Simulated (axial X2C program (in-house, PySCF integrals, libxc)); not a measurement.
**Curves of GaAu⁻ by EOM-EA-CCSD**

Computed with an axial X2C code built on PySCF integrals: two-component X2C with atomic mean-field Coulomb and Gaunt terms, Gaussian nuclei, basis Au dyall-acv3z, Ga dyall-acv3z with contracted cores.

Energies in eV from the lowest point of the lowest state; states are followed by energy order within each Ω. Reference: GaAu, 14 electrons correlated in 92 virtual spinors with an MP2 remainder; levels at this size can be off by some tenths of an eV. Masses 196.967 and 68.926 u.

| R (Å) | (1)Ω=1/2 | (1)Ω=3/2 |
| --- | --- | --- |
| 2.213 | 0.2942 | 0.4143 |
| 2.310 | 0.0855 | 0.1934 |
| 2.406 | 0.0020 | 0.0983 |
| 2.514 | 0.0000 | 0.0820 |
| 2.623 | 0.0569 | 0.1291 |
| 2.767 | 0.1802 | 0.2430 |

T1 of the reference reaches 0.032 (Lee–Taylor). Curves followed by order can swap character. Number of frozen shells: Au 5 s, 4 p, 2 d, 1 f; Ga 3 s, 2 p, 1 d. Roots with under 60 % one-particle weight at any point are counted in the labels but not shown, and the list ends where the roots sought for some Ω run out; states that need a further excitation are missing and may lie low or lowest. Curves with a minimum but no constants failed the fit check.
